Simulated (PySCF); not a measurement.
KSi⁺ at PBE

Level: PBE. K x2c-SVPall, Si x2c-SVPall; spin-free X2C with a Gaussian nucleus (PySCF 2.14).

For KSi⁺, the state is ³Π (triplet), unpaired electrons σ ↑, π ↑, the bond length is 3.721 Å and the harmonic wavenumber is 89.7 cm⁻¹. The force constant is 0.0772 mdyn/Å. The rotational constant Be is 0.07477 cm⁻¹, the anharmonicity ωexe is 0.780 cm⁻¹ and the vibration–rotation constant αe is 0.000880 cm⁻¹. The well depth De to K⁺ + Si is 0.34 eV. The dissociation energy D0 is 0.33 eV. The bond order (Mayer) is 0.28. The dipole moment (positive dipole points towards Si; it is taken about the centre of mass and depends on that origin) is -5.38 D.

The bond is weak. Basis-set superposition, not corrected here, can be much of De in a small basis, most of all at correlated wavefunction levels. For an ion De counts to the pair picked by the measured ionisation energies or electron affinities, which need not be the lowest pair at this level. The state is the lowest determinant that a PBE0 search found; another state may lie lower at other levels.
